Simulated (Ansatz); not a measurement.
Results of the Gaussian-basis code of Ansatz.

A structure relaxed at PBE0-D4/def2-TZVP, charge 0, multiplicity 1:

```tsv
atom	x (Å)	y (Å)	z (Å)
O1	-0.9160	2.0459	-1.4747
C2	0.0127	1.6852	-0.4692
Si3	0.4425	-0.1486	-0.6444
Si4	1.0539	-1.2879	1.2954
Si5	-0.9876	-1.7424	0.2602
H6	-1.0978	2.9865	-1.4020
H7	0.9454	2.2618	-0.5455
H8	-0.3865	1.8483	0.5416
H9	1.1580	-0.4880	-1.9007
H10	2.1409	-2.2973	1.2477
H11	1.0212	-0.5453	2.5818
H12	-1.1658	-3.0424	-0.4328
H13	-2.2207	-1.2759	0.9427
```

Task: Give its formula and SMILES.

Result: CH8OSi3, `OC[SiH]1[SiH2][SiH2]1`.

Task: Point group (tolerance 0.08 Å, 0.16 Å for H)?

Result: C1.

Task: Summarise the bond lengths by kind.

Result: 1 × C–O 1.416 Å; 1 × H–O 0.961 Å; 1 × C–Si 1.892 Å; 2 × C–H 1.099 Å; 3 × Si–Si 2.325 to 2.334 Å; 5 × H–Si 1.484 to 1.486 Å.
